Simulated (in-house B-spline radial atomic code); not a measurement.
# Response and correlation of Cl-

Closed shell [Ne] 3s2 3p6. Computed with an all-electron radial atomic-structure program (B-spline basis): Dirac-Hartree-Fock, relativistic RPA (time-dependent Dirac-Hartree-Fock) for the response and second-order many-body perturbation theory for correlation, no-pair Dirac-Coulomb Hamiltonian, finite nucleus.

```
multipole (bohr³, bohr⁵, bohr⁷)  uncoupled  coupled RPA
                         dipole     25.658            ?
                     quadrupole     199.89       319.64
                       octupole     4843.4       7452.7
```

Question: What is the coupled dipole polarisability?

Answer: 31.708 atomic units, +24 % against the uncoupled value.

Question: Which subshells carry the dipole polarisability?

Answer: 3p3/2 67.6 %, 3p1/2 32.0 %, 3s1/2 0.3 %.

Question: What does the dipole shielding factor come to?

Answer: The dipole shielding factor is 1.059, against the exact N/Z = 18/17 = 1.059 of the non-relativistic theorem.

Dipole polarisability at imaginary frequency:

```csv
u (Eh),α(iu) (bohr³)
0,31.71
0.0177,31.58
0.053,30.65
0.106,28.07
0.177,23.96
0.354,15.7
0.707,7.696
1.77,1.96
```

Question: What dispersion coefficients follow for two such ions (the dispersion part alone)?

Answer: C6 = (3/π)∫α(iu)²du = 268.6 hartree·bohr⁶ and C8 = 13170 hartree·bohr⁸.

Second-order correlation energy by the highest angular momentum of the excited pair (hartree): s -0.02126, p -0.1958, d -0.3193, f -0.08962, g -0.03567, h -0.01376, i -0.006409, k -0.003368.

Question: What is the second-order correlation energy at the partial-wave limit?

Answer: The listed waves sum to -0.68526 hartree; extrapolating the increments as (l + 1/2)⁻⁴ gives -0.69215 hartree, -1.05 eV per electron.
